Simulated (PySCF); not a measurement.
Vertical excitations of a molecule C3H4BrF from TDDFT-CAM-B3LYP/def2-SVPD (PySCF), as energy in eV (oscillator strength): 5.94 (0.000), 6.25 (0.003), 7.66 (0.053), 7.71 (0.050), 7.90 (0.023), 7.97 (0.072), 8.24 (0.016), 8.38 (0.009), 8.42 (0.021), 8.62 (0.025). Lowest triplet (TDA): 5.30 eV. The structure is a stationary point at PBE0-D3(BJ)/def2-SVP. One conformer was computed; it need not be the lowest.

Problem. Pick the molecule that these values belong to.
(A) C/C(F)=C\Br
(B) C/C=C(\F)Br
(C) F[C@@H]1C[C@H]1Br
(D) FC1(Br)CC1

Solution. C, F[C@@H]1C[C@H]1Br
